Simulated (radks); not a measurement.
Spherical quantum dot in the effective-mass picture: electrons in a parabolic well V = omega^2 r^2 / 2 with omega = 4.58, all in effective atomic units (hartree* = m*/eps^2 hartree, bohr* = eps/m* bohr), one dielectric constant everywhere. Method: non-relativistic Kohn-Sham, r2SCAN, spin-polarised, spherical densities, generalised Kohn-Sham scheme; computed with a radial shooting solver with Libxc functionals. Levels are named by radial order and angular momentum (1s, 1p, 1d, 2s, ...), and open shells are averaged over m. Results are scaled to m* = 0.304 and eps = 16.7, for which hartree* = 29.66 meV and bohr* = 2.907 nm. Each electron was tried in the lowest free levels, single moves between levels near the top were tried too, and the lowest total energy was kept; such a search can miss a lower state. At N = 1 the Hartree and exchange-correlation terms need not cancel, so that row can carry a self-interaction error.

N,open shells,2S,E (meV),mu = E(N) - E(N-1) (meV),addition energy mu(N+1) - mu(N) (meV),rms radius (nm)
1,"1s(up 1, down 0)",1,203.862,203.86,48.56,1.664
2,none,0,456.284,252.42,161.5,1.715
3,"1p(up 1, down 0)",1,870.254,413.97,29.51,1.916
4,"1p(up 2, down 0)",2,1313.74,443.48,30.99,2.023
5,"1p(up 3, down 0)",3,1788.21,474.47,44.85,2.095
6,"1p(up 3, down 1)",2,2307.53,519.32,28.13,2.154
7,"1p(up 3, down 2)",1,2854.98,547.45,29.36,2.202
8,none,0,3431.79,576.81,143.8,2.244
9,"1d(up 1, down 0)",1,4152.44,720.64,25.38,2.322
10,"1d(up 2, down 0)",2,4898.46,746.03,25.73,2.386
11,"1d(up 3, down 0)",3,5670.22,771.76,25.87,2.441
12,"1d(up 4, down 0)",4,6467.85,797.63,25.89,2.489
13,"1d(up 5, down 0)",5,7291.36,823.51,37.09,2.532
14,"1d(up 5, down 1)",4,8151.97,860.61,24.15,2.573
15,"1d(up 5, down 2)",3,9036.73,884.75,24.49,2.609
16,"1d(up 5, down 3)",2,9945.97,909.25,24.65,2.643
17,"1d(up 5, down 4)",1,10879.9,933.89,24.70,2.675
18,none,0,11838.5,958.59,33.73,2.705
19,"2s(up 1, down 0)",1,12830.8,992.32,29.40,2.734
20,none,0,13852.5,1021.7,113.4,2.762
21,"1f(up 1, down 0)",1,14987.6,1135.1,22.03,2.801
22,"1f(up 2, down 0)",2,16144.7,1157.1,22.09,2.837
23,"1f(up 3, down 0)",3,17323.9,1179.2,22.10,2.871
24,"1f(up 4, down 0)",4,18525.2,1201.3,22.08,2.903
25,"1f(up 5, down 0)",5,19748.6,1223.4,22.04,2.934
26,"1f(up 6, down 0)",6,20994.0,1245.4,21.99,2.963
27,"1f(up 7, down 0)",7,22261.4,1267.4,30.75,2.990
28,"1f(up 7, down 1)",6,23559.6,1298.2,21.10,3.017
29,"1f(up 7, down 2)",5,24878.9,1319.3,21.18,3.043
30,"1f(up 7, down 3)",4,26219.3,1340.4,21.20,3.068
31,"1f(up 7, down 4)",3,27581.0,1361.7,21.20,3.091
32,"1f(up 7, down 5)",2,28963.8,1382.8,21.17,3.114
33,"1f(up 7, down 6)",1,30367.8,1404.0,21.13,3.137
34,none,0,31793.0,1425.2,35.30,3.158
35,"2p(up 1, down 0)",1,33253.4,1460.5,20.99,3.180
36,"2p(up 2, down 0)",2,34734.9,1481.4,21.12,3.201
37,"2p(up 3, down 0)",3,36237.5,1502.6,26.70,3.222
38,"2p(up 3, down 1)",2,37766.7,1529.3,20.58,3.242
39,"2p(up 3, down 2)",1,39316.5,1549.8,20.71,3.261
40,none,0,40887.1,1570.5,-,3.281

All shells are closed at N = 2, 8, 18, 20, 34, 40 (there: 1s2 1p6 1d10 2s2 1f14 2p6); the second difference of the energy has clear peaks (12 % above both neighbours; the first and last values, which can be the largest, are not judged, and half-filled shells can peak too) at N = 2, 5, 8, 13, 18, 20, 27, 34, 37.
